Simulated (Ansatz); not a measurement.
Consider the formal exchange of groups at the Si–C bond: `O=C([SiH3])O[SiH2]F` + `O[SiH2][AlH2]` → `O[SiH2][AlH][SiH3]` + `O=CO[SiH2]F`.

Program: Ansatz. Geometries: PBE0-D4/def2-TZVP. ΔE: electronic, gas phase. CCSD(T)/CBS adds triple-zeta CCSD(T) − MP2 to the extrapolated MP2 energy (def2 sets, frozen cores). DFT in def2-TZVPP. B3LYP here is the variant with VWN-RPA as its local correlation; programs differ in this. Each species was taken in one conformer, which may not be the lowest.

```csv
level,ΔE (kJ/mol),difference from CCSD(T)/CBS
PBE-D4,-32.4,-12.3
r2SCAN-D4,-26.0,-5.9
PBE0-D4,-32.1,-12.0
B3LYP-D4,-20.1,0.0
PBE,-33.3,-13.2
PBE0,-32.7,-12.6
B3LYP,-21.6,-1.5
HF/def2-TZVPP,-17.3,2.8
MP2/def2-TZVPP,-16.7,3.4
SCS-MP2/def2-TZVPP,-15.0,5.1
CCSD/def2-TZVPP,-22.3,-2.2
CCSD(T)/def2-TZVPP,-22.0,-1.9
HF/def2-QZVPP,-16.5,3.6
SCS-MP2/def2-QZVPP,-13.7,6.4
MP2/CBS(def2),-14.8,5.3
CCSD/CBS(def2),-20.4,-0.3
CCSD(T)/CBS,-20.1,0
```

Largest T1 diagnostic among the species: 0.015.
